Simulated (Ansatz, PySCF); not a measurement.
Pair of molecules: H2S (SMILES S) (first 3 atoms) with GeH4 (SMILES [GeH4]); geometry from B3LYP-D3(BJ)/def2-TZVP, rigid monomers moved along the line of their centres of mass till S1···Ge4 is 5.41 Å.
(charge 0, multiplicity 1):
```xyz
8

S      0.26693     1.87327     0.68986
H     -1.06393     1.85931     0.86540
H      0.24615     0.72600    -0.00716
Ge    -0.33209    -1.74287     4.67139
H     -1.10432    -0.46658     5.03205
H      1.17049    -1.44612     4.59796
H     -0.82372    -2.27418     3.31619
H     -0.59166    -2.81220     5.74735
```

Monomers are frozen at their geometry in the pair; levels with a basis set take the counterpoise correction.

Correlated levels freeze the cores. Filled d and f shells under p-block atoms count as core. CBS(a, b) extrapolates the correlation energy as X⁻³ and adds the Hartree–Fock energy of set b.

The values were computed with Ansatz (Gaussian orbitals); PySCF for the dispersion terms. Values without a source in brackets are computed.

PBE/def2-TZVPPD gives -0.17 kcal/mol for the interaction energy.

**Question.** How do the other levels lie against it? Give each less PBE: PBE-D3(BJ)/def2-TZVPPD, r2SCAN/def2-TZVPPD, PBE0/def2-TZVPPD, wB97M-V/def2-TZVPPD, MP2/CBS(def2-SVPD, def2-TZVPPD), CCSD(T)/CBS(def2-SVPD, def2-TZVPPD).

**Answer.** PBE-D3(BJ)/def2-TZVPPD -0.21; r2SCAN/def2-TZVPPD 0.01; PBE0/def2-TZVPPD 0.03; wB97M-V/def2-TZVPPD -0.13; MP2/CBS(def2-SVPD, def2-TZVPPD) -0.13; CCSD(T)/CBS(def2-SVPD, def2-TZVPPD) -0.11 kcal/mol. 2 of 6 lie above PBE; the widest gap is to PBE-D3(BJ)/def2-TZVPPD.

Ansatz is a quantum-chemistry and plane-wave program.
